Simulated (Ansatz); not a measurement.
Basis-set extrapolation for C3H5BO4 (`O[B-]1(O)OC=CC=[O+]1`) (PBE0-D4/def2-TZVP geometry, frozen core, Ansatz 0.2.0). Multiplicity 1, RHF reference.

|  | def2-TZVPP | def2-QZVPP |
| --- | --- | --- |
| HF | -440.976257 | -440.995856 |
| MP2 correlation | -1.504209 | -1.617562 |
| CCSD(T) correlation | -1.588750 | not run |

Energies in hartree. Use E(X) = E(∞) + A·exp(−7.88·√X) for Hartree–Fock and E(X) = E(∞) + B·X^(−2.97) for correlation, with X = 3 and 4, and add CCSD(T) minus MP2 of the smaller set to the MP2 limit.

**Question.** What is the CCSD(T) energy at the basis-set limit?

**Answer.** HF limit: -440.995856 + (-0.019599) × 0.13774 = -440.99856. MP2 limit: -1.617562 + (-0.113353) × 0.74074 = -1.70153. Higher-order term: -1.588750 − (-1.504209) = -0.08454. Total: -442.78463 hartree, 5.98 eV below CCSD(T)/def2-TZVPP.
